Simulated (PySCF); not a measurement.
**As⁺: excitation energy**

As⁺ [Ar] 3d10 4s2 4p2 (3P) → As⁺ [Ar] 3d10 4s1 4p2 4d1 (high-spin determinant), as a difference of total energies. Computed with PySCF 2.14 in aug-cc-pVTZ-DK (7s6p4d2f, 59 functions), with the spin-free X2C one-electron Hamiltonian (Gaussian nucleus). Correlated levels: valence: [Ar] 3d10 frozen. The calculations carry no spin-orbit coupling.

```csv
method,excitation energy (eV)
UHF,17.181
LDA,19.141
PBE,18.790
PBE0,18.635
r2SCAN,18.593
TPSSh,18.634
TPSS,18.661
HSE06,18.693
B3LYP,19.143
MP2 (valence),18.128
SCS-MP2 (valence),18.555
```

How much does correlation contribute at MP2 (valence)?

18.128 − (17.181) = 0.947 eV, measured against UHF.

A first-order spin-orbit estimate (lowest level to lowest level, LS coupling) adds 0.031 eV.

The upper state lies above the first ionisation limit, but in LS coupling its spin forbids autoionisation to the ground ion.

The promoted electron is Rydberg-like, and one or two diffuse shells describe it only roughly, which tends to raise the upper state.

The determinant of the upper state mixes LS terms, which raises its energy above the lowest term, most at the Hartree-Fock and MP2 levels.
